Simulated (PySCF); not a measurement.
Harmonic spectrum computed at PBE0 in the def2-TZVP basis family (core potentials from Rb on, PySCF, no spin–orbit coupling):

```tsv
ω (cm⁻¹)	IR (km/mol, summed over degenerate members)	degeneracy
168	610	2
1673	813	1
1762	0.0	1
```

Task: Which molecule gave it? In each, all ligands are bound to the one heavy central atom.
A. CrH₂ (quintet)
B. RuH₂ (triplet)
C. NiH₂ (triplet)
D. H₂O (singlet)
E. FeH₂ (quintet)

Result: E. It has D∞h symmetry with Fe–H 1.653 Å (×2).
